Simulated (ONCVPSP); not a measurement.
# aluminium (Al): excitation energies, all-electron against ONCV

- Element: Al
- Generator: ONCVPSP 4.0.1
- Type: optimised norm-conserving Vanderbilt (ONCV)
- Functional: LDA (Perdew-Wang 92)
- Relativity: scalar-relativistic
- Frozen core: [Ne]
- Valence charge: 3
- Reference configuration: 3s2 (charge +1)
- Partial waves: 3s: rc 2.05 bohr, ncon 5, nbas 9, qcut 2.5 1/bohr, 2 projectors, debl 1.6 Ha; p scattering state at 0.03 Ha: rc 2.20 bohr, ncon 4, nbas 7, qcut 3.3 1/bohr, 2 projectors, debl 3.3 Ha; d scattering state at 0.25 Ha: rc 2.05 bohr, ncon 3, nbas 7, qcut 5.2 1/bohr, 3 projectors, debl 1.4 Ha
- Local potential: polynomial inside 1.40 bohr (lpopt 5, dvloc0 0 Ha)
- Core correction: Teter function, fcfact 2.75, rcfact 1.25

In the p channel the program set the typed energies aside and used 0.050, 3.350 Ha.

Energies are relative to the spin-unpolarised reference configuration 3s2; without spin polarisation the order of configurations can differ from experiment.

```
valence configuration  charge  ΔE all-electron (eV)  error AE − PS (meV)
                  3s1      +2                19.370                  +24
              3s0 3p3       0                 4.664                  +28
```

Task: What are ΔE and the potential's error for 3s2 3p1?

Result: ΔE = -5.841 eV all-electron; the error (AE − PS) is +14 meV.

Task: What are ΔE and the potential's error for 3s2 3p0.5?

Result: ΔE = -3.719 eV all-electron; the error (AE − PS) is +7.0 meV.

Levels in the configuration 3s2 3p0.5:

```json
{"level": "3s", "all-electron (eV)": "-11.177", "pseudo (eV)": "-11.183"}
{"level": "3p", "all-electron (eV)": "-5.778", "pseudo (eV)": "-5.793"}
```

Note: no bound ghost flagged; GHOST(+) flagged for s at 103.3 eV.
